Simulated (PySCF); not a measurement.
# Reading the logs of faulty runs: GeH2O2Si

All numbers below are calculated, not measured. The program is PySCF 2.14.0, an open-source quantum chemistry code, run on an isolated molecule that a program drew, which may never have been made. The molecule is GeH2O2Si (charge 0, singlet), drawn as the SMILES string `[O]=[GeH][O][SiH]`.

Each row is a Hartree-Fock (HF) and frozen-core CCSD(T) single point in the cc-pV(D+d)Z basis, meant for a local HF minimum. Run 1 is clean. Each other run has one planted mistake out of seven kinds, and not every kind appears here: one electron removed, one electron added, multiplicity raised by two, geometry at a saddle point, minimal basis STO-3G, one bond length entered in bohr, all coordinates scaled. The reference is restricted for singlets and unrestricted otherwise, and also for a bond in bohr. Adding or removing an electron swaps singlet and doublet. Electrons count all cores. HOMO and LUMO are orbital energies over both spins, the gradient is its largest component, and the lowest frequency (negative if imaginary) is given only where the gradient is small. Bond lengths are over the 5 bonds as drawn. T1 is the CCSD diagnostic: over 0.02 (restricted) or 0.045 (unrestricted) a single reference is doubtful. Germanium has the cc-pVDZ-PP basis, with a core potential (ECP10MDF) in place of its 10 inner electrons, and its 3s, 3p and 3d shells are frozen in CCSD(T).

Geometry of the clean run:
```xyz
6
GeH2O2Si, angstrom
O    -1.0365   -2.1819    2.2428
Ge   -1.4921   -0.6953    1.8171
O    -0.6103    0.7379    2.2602
Si    0.3264    1.5700    3.3581
H    -2.6681   -0.2221    0.9935
H     1.2515    2.2392    2.3490
```

| run | electrons | basis functions | <S^2> | HOMO (eV) | LUMO (eV) | gradient (hartree/bohr) | lowest frequency (cm^-1) | mean bond (Å) | longest bond (Å) | T1 | HF (hartree) | CCSD(T) (hartree) | mistake |
|---|---|---|---|---|---|---|---|---|---|---|---|---|---|
| 1 | 64 | 84 | 0.000 | -9.14 | 0.89 | 9.0e-06 | 50 | 1.6107 | 1.740 | 0.0251 | -733.16689 | -733.75706 | no fault |
| 2 | 63 | 84 | 0.773 | -15.85 | -7.27 | 6.9e-02 | - | 1.6107 | 1.740 | 0.0345 | -732.86661 | -733.43606 | one electron removed |
| 3 | 64 | 84 | 0.000 | -8.92 | 1.14 | 1.3e-01 | - | 1.5092 | 1.631 | 0.0207 | -733.12993 | -733.70090 | all coordinates scaled |
| 4 | 64 | 84 | 2.007 | -7.88 | 0.03 | 3.1e-02 | - | 1.6107 | 1.740 | 0.0274 | -733.12395 | -733.69059 | multiplicity raised by two |
| 5 | 65 | 84 | 0.773 | -0.64 | 5.79 | 5.6e-02 | - | 1.6107 | 1.740 | 0.0281 | -733.16105 | -733.75593 | ? |

**Which mistake was planted in run 5, and what did it cost?**

It counts 65 electrons, one more than the clean run, at the same geometry and basis. So the mistake is: one electron added. Subtracting run 1 and multiplying by 627.51 kcal/mol a hartree, the energy moved by 3.7 kcal/mol in HF and 0.7 kcal/mol in CCSD(T).

Cautions from the logs. Run 1: T1 is over the limit, so its CCSD(T) energy is less reliable; run 3: T1 is over the limit, so its CCSD(T) energy is less reliable; run 5: the added electron raises the CCSD(T) energy, so it isn't bound in this basis.
